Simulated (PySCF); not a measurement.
H6O2Si2Te, SMILES [SiH3]O[Te]O[SiH3].

Coordinates come from a B3LYP-D3(BJ)/def2-SVP optimisation. This is a generated structure with no PubChem entry under its InChIKey; it may be hypothetical. The def2 effective core potentials stand for the cores of Te; spin–orbit coupling is left out. Other conformers were not sampled.

All values below come from TDA-PBE/def2-SVPD run with PySCF 2.14.0.

Vertical excitations. The molecule is in vacuum.

```
state  energy (eV)  λ (nm)      f                                                main pairs
-----  -----------  ------  -----  --------------------------------------------------------
S1            2.51     495  0.001                                            HOMO→LUMO 99 %
S2            2.94     422  0.001                                          HOMO→LUMO+1 98 %
S3            4.43     280  0.004                                          HOMO−1→LUMO 98 %
S4            4.54     273  0.022                                          HOMO→LUMO+2 99 %
S5            4.73     262  0.001                      HOMO−2→LUMO 63 %, HOMO−1→LUMO+1 35 %
S6            4.91     253  0.003                                          HOMO−3→LUMO 81 %
S7            4.97     249  0.040  HOMO−1→LUMO+1 48 %, HOMO−2→LUMO 23 %, HOMO−3→LUMO+1 14 %
S8            5.03     247  0.008                                        HOMO−2→LUMO+1 81 %
S9            5.16     240  0.001                                          HOMO→LUMO+3 89 %
S10           5.20     238  0.000                      HOMO−4→LUMO 66 %, HOMO−3→LUMO+1 24 %
T1            1.83     676      0                                           HOMO→LUMO 100 %
T2            2.13     583      0                                         HOMO→LUMO+1 100 %
T3            4.19     296      0                                          HOMO−1→LUMO 99 %
T4            4.39     282      0                      HOMO−2→LUMO 75 %, HOMO−1→LUMO+1 23 %
```
Triplets are in the Tamm–Dancoff approximation.
